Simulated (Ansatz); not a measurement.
Reaction (formal exchange of groups at a B–N bond): `CBN[SiH3]` + `BC#C` → `C#CBBC` + `N[SiH3]`

Program: Ansatz. Geometries: PBE0-D4/def2-TZVP. ΔE: electronic, gas phase. CBS: MP2 limit from def2 TZ/QZ plus the TZ coupled-cluster correction, frozen cores. This one scheme is used for every species. Functionals use def2-TZVPP. One conformer a species, not always the lowest.

`CBN[SiH3]`:

Z-matrix (Å, degrees):
```
C
B 1 1.567
H 1 1.096 2 109.8
H 1 1.094 2 115.7 3 -122.1
H 1 1.095 2 109.9 3 115.5
N 2 1.407 1 122.4 3 121.5
H 2 1.203 1 120.0 3 -58.4
Si 6 1.744 2 127.3 1 0.0
H 6 1.009 2 116.8 1 -179.9
H 8 1.486 6 111.6 2 -60.8
H 8 1.486 6 111.5 2 60.4
H 8 1.486 6 107.1 2 179.8
```

`BC#C`:

Cartesian coordinates in Å:
```
B 0.947 -0.547 0.296
C -0.307 0.177 -0.096
C -1.319 0.761 -0.412
H 1.614 -0.135 1.196
H 1.274 -1.532 -0.293
H -2.210 1.275 -0.691
```

`C#CBBC`:

Cartesian coordinates in Å:
```
C 2.411 0.201 -1.765
C 1.779 -0.102 -0.779
B 0.947 -0.468 0.420
B -0.701 -0.605 0.331
C -1.729 0.530 0.634
H 2.980 0.466 -2.627
H 1.522 -0.673 1.456
H -1.151 -1.692 0.064
H -2.147 0.289 1.624
H -2.584 0.509 -0.047
H -1.326 1.542 0.687
```

`N[SiH3]`:

Z-matrix (Å, degrees):
```
Si
N 1 1.720
H 1 1.486 2 107.9
H 1 1.494 2 116.0 3 -120.3
H 1 1.486 2 107.9 3 119.4
H 2 1.007 1 119.6 3 -168.6
H 2 1.007 1 119.6 3 49.2
```

| species | r2SCAN0-D4 energy (Eh) |
| --- | --- |
| `CBN[SiH3]` | -412.01670 |
| `BC#C` | -102.73217 |
| `C#CBBC` | -167.46500 |
| `N[SiH3]` | -347.23083 |

Q: Work out ΔE.

A: ΔE = (-167.46500) + (-347.23083) − (-412.01670) − (-102.73217) = 0.05304 Eh = +139.3 kJ/mol. CCSD(T)/CBS gives +143.2 kJ/mol.

Largest T1 diagnostic among the species: 0.014.

From BLYP to BHLYP (50 % exact exchange), in def2-TZVPP and without D4, ΔE moves by +8.4 kJ/mol. Leaving LDA and LC-ωPBE aside and taking each functional with its dispersion term where it has one, the values, not all of them listed here, spread over 14.2 kJ/mol, from B97M-V to BHLYP-D4. LDA lies +8.8 kJ/mol from PBE without D4.
